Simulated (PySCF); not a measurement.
## Polarisability and C₆ of Sc²⁺ (scandium, charge +2)

[Ar] 3d1, 2D determinant. Computed with PySCF 2.14 in ANO-RCC-VTZP (6s5p3d2f1g, 59 functions), with scalar relativity by spin-free X2C-1e. Coupled (time-dependent) response in atomic units; α is the mean over directions. The basis has no added diffuse functions, which lowers α and C₆.

```tsv
method	mean α (bohr³)	α xx, yy, zz	C₆ (like pair)	S(−4)
UHF	4.273	4.955, 4.955, 2.909	12.79	16.49
PBE	4.953	5.905, 5.905, 3.049	14.43	33.11
PBE0	4.692	5.541, 5.541, 2.994	13.77	26.38
TPSSh	4.683	5.529, 5.529, 2.992	13.85	25.44
```

S(−4) is the Cauchy moment in α(ω) = α(0) + S(−4) ω² + …

α(iu) at PBE:

| u (hartree) | α(iu) (bohr³) |
| --- | --- |
| 0 | 4.953 |
| 0.0500 | 4.874 |
| 0.100 | 4.669 |
| 0.200 | 4.147 |
| 0.300 | 3.706 |
| 0.500 | 3.108 |
| 0.750 | 2.580 |
| 1.00 | 2.150 |
| 1.50 | 1.498 |
| 2.00 | 1.068 |
| 3.00 | 0.5987 |
| 5.00 | 0.2571 |

For an ion, C₆ is the dispersion term alone; charge-induced terms of lower order in 1/R come first.

The components differ because the open shell of this determinant is not spherical; for a pure term their mean is the scalar polarisability.
